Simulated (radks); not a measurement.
The numbers below are computed, except where a source is named.
Dynamic dipole polarisability and lines of the lead ion Pb3+, [Xe] 4f14 5d10 6s1. Code: a radial shooting solver on a logarithmic mesh with Libxc functionals. Model: scalar-relativistic Kohn-Sham, exchange-only LDA, spin-polarised, spherical densities, finite nucleus; open shells are filled with parallel spins first (spin-orbit coupling, left out, can overturn this in heavy ions); Fermi nuclear charge, rms radius of each element as measured or else 0.836 A^(1/3) + 0.57 fm. Time-dependent linear response with the Hartree and adiabatic exchange-only LDA kernel, continuum included through the Sternheimer equations, no spin-orbit coupling, so fine structure and intercombination lines are absent. Lines are the poles of the dipole polarisability below minus the highest occupied eigenvalue, found on a grid refined at the orbital gaps; the lowest seven at most are given, and weak or close lines can be missed. The first line takes the name of the lowest orbital gap if no other gap lies below it; otherwise a line is named after a gap within 0.6 % of it, if that gap stands alone.

| photon energy (eV) | alpha (bohr^3) |
|---|---|
| 0 | 8.513 |
| 1.831 | 8.625 |
| 4.273 | 9.192 |
| 6.715 | 10.64 |
| 9.157 | 15.18 |
| 11.599 | 320.7 |
| 14.041 | -3.257 |
| 16.483 | 2.260 |
| 18.925 | 5.079 |
| 21.367 | 9.780 |
| 23.809 | 177.3 |
| 26.251 | -3.503 |
| 28.693 | 0.8594 |
| 31.135 | 2.674 |
| 33.577 | 4.430 |
| 36.019 | 7.348 |

Lines (eV, oscillator strength): 11.672 (106.2 nm, 6s-6p), f = 0.726; 23.902 (51.87 nm, unassigned), f = 1.05; 34.167 (36.29 nm, unassigned), f = 0.00305. Higher lines, where found, are left out when the end of the mesh affects them. Those listed give 62 % of the static polarisability (sum of f/w^2). Orbital energy gaps for comparison: 6s-6p 11.305 eV; 5d-6p 22.303 eV; 5d-6p down 23.302 eV; 6s-7p 25.985 eV; 6s-8p 30.735 eV. At laser wavelengths: 1550 nm 8.534, 1064 nm 8.558, 780 nm 8.597, 532 nm 8.697, 355 nm 8.946, 266 nm 9.344, 193 nm 10.39 bohr^3.
